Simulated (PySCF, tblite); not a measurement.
Isomers of C2H16Si5. Computed values, GFN2-xTB/tblite, gas phase, harmonic and unscaled. The method is semi-empirical: single wavenumbers can be off by several per cent or more. Modes of hydrogen on silicon can be 10 to 20 % off. One conformer each.

Electronic energies: PBE0/pcSseg-1 single points on the GFN2-xTB geometries (PySCF, gas phase).

```csv
SMILES,"electronic energy, lowest = 0 (kcal/mol)"
CC[SiH2][Si@@H]([SiH3])[SiH2][SiH3],14.7
C[SiH](C)[Si]([SiH3])([SiH3])[SiH3],0.0
C[SiH2][SiH2][SiH2][SiH2]C[SiH3],8.9
```

Q: How do GFN2-xTB zero-point energies change the relative energies?

A: 
| SMILES | ZPE (kcal/mol) | of it from modes above 1550 cm⁻¹ | electronic (kcal/mol) | with ZPE, lowest = 0 (kcal/mol) | lowest mode (cm⁻¹) | rings |
| --- | --- | --- | --- | --- | --- | --- |
| C[SiH](C)[Si]([SiH3])([SiH3])[SiH3] | 96.6 | 57.7 | 0.0 | 0.0 | 12 | 0 |
| C[SiH2][SiH2][SiH2][SiH2]C[SiH3] | 95.5 | 55.8 | 8.9 | 7.8 | 12i | 0 |
| CC[SiH2][Si@@H]([SiH3])[SiH2][SiH3] | 96.3 | 55.7 | 14.7 | 14.4 | 7 | 0 |

The zero-point energies span 1.1 kcal/mol, from `C[SiH2][SiH2][SiH2][SiH2]C[SiH3]` to `C[SiH](C)[Si]([SiH3])([SiH3])[SiH3]`. Slightly imaginary modes are left out of the zero-point energy: `C[SiH2][SiH2][SiH2][SiH2]C[SiH3]` 11.9i, 9.6i cm⁻¹. The order is unchanged.

Q: And how do the electronic energies of GFN2-xTB itself compare?

A: `C[SiH](C)[Si]([SiH3])([SiH3])[SiH3]` 5.3; `C[SiH2][SiH2][SiH2][SiH2]C[SiH3]` 0.0; `CC[SiH2][Si@@H]([SiH3])[SiH2][SiH3]` 1.8 kcal/mol, lowest = 0. Against the energies above, taken from the same isomer `C[SiH](C)[Si]([SiH3])([SiH3])[SiH3]`, the largest difference is 18.2 kcal/mol.
